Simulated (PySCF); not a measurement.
PySCF job for ZrCl3, SMILES [Cl][Zr]([Cl])[Cl] (connectivity only; charge and spin as stated), neutral, multiplicity 2, PBE-D3(BJ)/def2-SVP. Geometry: PBE-D3(BJ)/def2-SVP. The multiplicity is an assumed one; other spin states were not compared. The isomer is the one that the SMILES or the coordinates give; other isomers of the formula were not compared. The def2 effective core potentials stand for the cores of Zr; spin–orbit coupling is left out.

```python
import numpy as np
from pyscf import gto, scf, dft, df
from pyscf.hessian import thermo

mol = gto.M(
    atom='''
    Zr    0.00000000    0.00000000    0.00000000
    Cl    2.33888725    0.00000000    0.00000000
    Cl   -1.16944362   -2.02553578    0.00000000
    Cl   -1.16944363    2.02553577    0.00000000
    ''',
    basis='def2-SVP',
    ecp={'Zr': 'def2-svp'},
    charge=0,
    spin=1,
    max_memory=1600,
    verbose=3,
)
mf = dft.UKS(mol, xc='pbe').density_fit(auxbasis='def2-universal-jkfit')
mf.disp = 'd3bj'
mf.grids.level = 3
mf.conv_tol = 1e-11
mf.max_cycle = 100
mf.kernel()
fine, coarse = mf.grids, dft.Grids(mol).set(level=1).build(with_non0tab=True)
for _ in range(3):  # follow internal instabilities
    mf.grids = coarse
    mo, _, stable, _ = mf.stability(return_status=True, nroots=4)
    mf.grids = fine
    if stable:
        break
    mf.kernel(mf.make_rdm1(mo, mf.mo_occ))

# [left out here: the lines that compute and print the analytic Hessian (its translational invariance restored by hand, since the grid's response is missing), thermochemistry and intensities]
```

Log of the run:

```

WARN: HOMO -0.463275907016148 >= LUMO -0.463275907016144

converged SCF energy = -1426.88155382704  <S^2> = 0.75299396  2S+1 = 2.0029917
<class 'pyscf.df.df_jk.DFUKS'> wavefunction is stable in the internal stability analysis

WARN: DFTD3 does not support analytical Hessian, using finite difference


WARN: Mole.unit (angstrom) is changed to Bohr

Mode                                 0                   1                   2
Irrep
Freq [cm^-1]                       58.2899             87.0731             87.0734
Reduced mass [au]                  52.8396             38.8502             38.8502
Force const [Dyne/A]                0.1058              0.1735              0.1735
Char temp [K]                      83.8662            125.2788            125.2792
Normal mode                   x     y     z       x     y     z       x     y     z
       0  Zr                 0.00 -0.00 -0.08    0.04 -0.01  0.00   -0.01 -0.04  0.00
       1  Cl                 0.00  0.00  0.07    0.05  0.02 -0.00   -0.01  0.12 -0.00
       2  Cl                -0.00  0.00  0.07   -0.09  0.07 -0.00   -0.06 -0.02 -0.00
       3  Cl                -0.00 -0.00  0.07   -0.06 -0.07 -0.00    0.08  0.00 -0.00
Mode                                 3                   4                   5
Irrep
Freq [cm^-1]                      354.0490            421.5253            421.5274
Reduced mass [au]                  35.4500             46.7420             46.7420
Force const [Dyne/A]                2.6181              4.8933              4.8934
Char temp [K]                     509.3977            606.4811            606.4840
Normal mode                   x     y     z       x     y     z       x     y     z
       0  Zr                -0.00  0.00 -0.00   -0.07  0.00  0.00    0.00  0.07  0.00
       1  Cl                -0.10 -0.00  0.00    0.11 -0.00 -0.00   -0.00 -0.01 -0.00
       2  Cl                 0.05  0.08  0.00    0.03  0.04 -0.00   -0.04 -0.08 -0.00
       3  Cl                 0.05 -0.08  0.00    0.03 -0.04 -0.00    0.04 -0.08 -0.00
temperature 298.1500 [K]
pressure 101325.00 [Pa]
Rotational constants [GHz] 1.73737 1.73737 0.86868
Symmetry number 6
Zero-point energy (ZPE) 0.00326 [Eh]   8550.536 [J/mol]
                           tot       elec      trans        rot        vib
Entropy [J/mol/K]       349.974      5.763    174.673    107.257     62.281
Cv [J/mol/K]             68.057      0.000     12.472     12.472     43.114
Cp [J/mol/K]             76.372      0.000     20.786     12.472     43.114
Internal energy [J/mol]                      3718.434   3718.434  17140.569
Internal energy [Eh]   -1426.87219  -1426.88155
Enthalpy [J/mol]                             6197.391   3718.434  17140.569
Enthalpy [Eh]          -1426.87125
Gibbs free energy [J/mol]                  -45881.241 -28260.316  -1428.512
Gibbs free energy [Eh] -1426.91099
mode   freq/cm-1   IR/(km/mol)
   1       58.29         4.912
   2       87.07         1.189
   3       87.07         1.189
   4      354.05         0.000
   5      421.53        90.396
   6      421.53        90.400
max |gradient| / (hartree/bohr): 0.00016434048125592472
APT charges: [ 1.4687 -0.4896 -0.4896 -0.4896]
```

The calculation finished and met its thresholds.

Cost: roughly 2.5 core-minutes.
